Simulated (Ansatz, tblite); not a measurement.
Cost and result up the ladder for fluoranthene, `c1ccc2c(c1)-c1cccc3cccc-2c13` (26 atoms). Charge 0, multiplicity 1. Geometry: PBE-D4/def2-SVP.

Ansatz on 4 threads of Arm Neoverse V1 on a shared host; xTB runs through tblite on one thread. Times are rough, summed over both states, and most runs start from the orbitals of an earlier one. PBE0-D4/def2-SVP serves as the yardstick here, not as an exact answer. The other state is a triplet.

The xTB rows come from tblite.

xTB has no spin-polarisation term.

| level | functions | wall time | vertical triplet (eV) | difference from PBE0-D4/def2-SVP (eV) |
| --- | --- | --- | --- | --- |
| GFN2-xTB | 74 | 0.034 s | 2.49 | -0.08 |
| GFN1-xTB | 84 | 0.041 s | 2.47 | -0.11 |
| PBE-D4/def2-SVP | 274 | 21 s | 2.43 | -0.14 |
| PBE0-D4/def2-SVP | 274 | 53 s | 2.57 | 0.00 |
